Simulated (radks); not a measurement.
Tm1.75+, configuration [Xe] 4f11.75 6p1.5 (fractional occupations, a model configuration). All-electron calculation, scalar-relativistic Kohn-Sham, PBE, spin-unpolarised, spherical densities, finite nucleus; Fermi nuclear charge, rms radius 5.2256 fm. Program: a radial shooting solver on a logarithmic mesh with Libxc functionals.

Normalised radial functions P(r) = r R(r), r in bohr:

```
   r/bohr * 5s, o 6p (the largest magnitude, 1.07, reaches the edge; | marks zero, & curves that meet)
 0.003954                             o  *
 0.005402                             o   *
 0.007321                             o   *
     0.01                             o   *
  0.01356                             |o  *
  0.01852                             |o*
   0.0253                             * o
  0.03429                         *   | o
  0.04684                       *     | o
  0.06348                       *     |o
  0.08673                           * o
   0.1175                           o |    *
   0.1606                          o  |         *
   0.2194                            o|    *
   0.2973                     *       | o
   0.4062              *              |   o
   0.5505                         *   | o
    0.752                         o   |               *
    1.019                      o      |                          *
    1.392                        o    |                      *
    1.902                             |  o       *
    2.578                             |  *        o
    3.522                             |*             o
    4.773                             *          o
    6.521                             *    o
    8.838                             *o
    12.07                             &
```

5s: eigenvalue -76.434 eV, 4 radial nodes at r = 0.0241, 0.0957, 0.249, 0.589 bohr, <r> = 1.20 bohr, 90 % of the charge inside 1.73 bohr. 6p: eigenvalue -12.013 eV, 4 radial nodes at r = 0.0861, 0.251, 0.619, 1.70 bohr, <r> = 3.82 bohr, 90 % of the charge inside 5.46 bohr.
